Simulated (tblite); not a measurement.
H2S, charge +1, doublet, at a GFN2-xTB geometry (a state made from the parent by changing its charge; the spin is typed, not shown lowest); GFN1-xTB run with tblite 0.6.0.

tblite was given this input:
```
$ tblite run mol.xyz --method gfn1 --charge 1 --spin 1 --efield 0,0,0.1 --json tblite.json --no-restart

# file mol.xyz
3

S     -0.00036152    -0.00213359     0.10390253
H     -0.03847239     1.00861520    -0.81100328
H      0.04425671    -0.97447779    -0.85143727
```

The log (banner, timings and long lists left out):

```
xTB calculator
 | screened Coulomb repulsion
 | Coulomb electrostatics
 |  * isotropic Klopman-Ohno-Mataga-Nishimoto electrostatics
 |  * onsite third-order electrostatics
 | DFT-D3(BJ) dispersion correction
 | Interactions (1)
 | [1] electric field

halogen bonding energy    0.0000000000000E+00 Eh
repulsion energy          1.5469883375921E-02 Eh
dispersion energy        -2.9620856735387E-04 Eh
interaction energy        0.0000000000000E+00 Eh
number of electrons       7.0000000000000E+00 e
integral cutoff           1.9731147476801E+01 bohr

------------------------------------------------------------
  cycle        total energy    energy error   density error
------------------------------------------------------------
      1     -4.153225922917  -4.1683996E+00   7.4237011E-02
      2     -4.154982920322  -1.7569974E-03   4.2399706E-02
      3     -4.154984438682  -1.5183598E-06   1.7128971E-02
      4     -4.154985025978  -5.8729637E-07   4.0956456E-05
      5     -4.154985025995  -1.6143531E-11   2.2965504E-05
      6     -4.154985025996  -1.4059864E-12   9.4345054E-07
------------------------------------------------------------

electronic energy        -4.1701587008046E+00 Eh
total energy             -4.1549850259960E+00 Eh

Post processing:
 | Mayer-Wiberg bond orders

[Info] JSON dump of results written to 'tblite.json'
```
